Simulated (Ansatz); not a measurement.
Species: sum formula H4SiO3, net charge 0, singlet state. SMILES: O[SiH](O)O
Coordinates optimised at B3LYP-D3(BJ)/def2-TZVP (Ansatz, a quantum-chemistry and plane-wave program):
```
Si
O 1 1.6348
H 2 0.9613 1 118.21
O 1 1.6377 2 109.17 3 -45.13
H 4 0.9606 1 117.30 2 147.31
O 1 1.6461 2 114.29 3 72.17
H 6 0.9602 1 118.55 2 65.02
H 1 1.4697 2 104.44 3 -166.65
```

Computed values are from Ansatz. Valence correlation only, unless marked. UHF or UKS for open shells. Spin-orbit coupling is left out. Non-relativistic. CBS(X,Y): correlation extrapolated as X^-3; Hartree-Fock from the larger set. The bracket is a focal-point correction in the basis named.

Problem. What is the vertical triplet-singlet gap at RI-MP2/CBS(aug-cc-pV(T+d)Z,aug-cc-pV(Q+d)Z)+[CCSD(T)-MP2]/aug-cc-pV(T+d)Z?

Solution. 8.11 eV.

Problem. What is the vertical ionisation energy (to the doublet) at RI-MP2/CBS(aug-cc-pV(T+d)Z,aug-cc-pV(Q+d)Z)+[CCSD(T)-MP2]/aug-cc-pV(T+d)Z?

Solution. 12.26 eV.

Problem. What is the atomisation energy De at CCSD(T)/CBS(aug-cc-pV(T+d)Z,aug-cc-pV(Q+d)Z)?

Solution. 758.7 kcal/mol.

Problem. What is the T1 diagnostic at CCSD/aug-cc-pV(Q+d)Z?

Solution. 0.011.

Problem. What is the total energy at CCSD(T)/CBS(aug-cc-pV(T+d)Z,aug-cc-pV(Q+d)Z)?

Solution. -517.1597 Eh.
